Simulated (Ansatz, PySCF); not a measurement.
System: SF3, net charge 0, doublet state. It need not be the lowest isomer of its formula. 
Structure (B3LYP-D3(BJ)/def2-TZVP (Ansatz, a quantum-chemistry and plane-wave program) minimum search):
```xyz
4

F      1.5987    -0.5623    -0.0115
S      0.1621     0.2878     0.1532
F     -1.2777     1.1083    -0.1069
F     -0.6091    -1.0576    -0.1540
```
Charge 0, spin multiplicity 2.

Quantity: vertical ionisation energy (to the singlet state of charge +1; each state is the SCF solution reached for its spin; for the singlet the Hartree-Fock reference is unstable and T1 is 0.029), in eV. Cores are frozen in the correlated levels unless marked. Open shells are spin-unrestricted. Spin-orbit coupling is left out. No relativistic terms. CBS(X,Y): correlation extrapolated as X^-3; Hartree-Fock from the larger set. The bracket is a focal-point correction in the basis named.

```tsv
level	program	vertical ionisation energy (eV)	minus last row
HF/aug-cc-pV(T+d)Z	Ansatz	12.22	0.84
B3LYP/def2-TZVPD	Ansatz	11.48	0.10
PBE0/def2-TZVPD	Ansatz	11.52	0.14
wB97M-V/def2-TZVPD	Ansatz	11.37	-0.01
wB97X-V/def2-TZVPD	Ansatz	11.54	0.16
MP2/aug-cc-pV(D+d)Z	Ansatz	11.10	-0.28
RI-MP2/CBS(aug-cc-pV(T+d)Z,aug-cc-pV(Q+d)Z)+[CCSD(T)-MP2]/aug-cc-pV(D+d)Z	Ansatz	11.38	0.00
```

For comparison, minus the highest occupied orbital energy (PySCF): 7.14 eV at TPSS/def2-TZVPD, 7.85 eV at TPSSh/def2-TZVPD, 10.24 eV at CAM-B3LYP/def2-TZVPD.
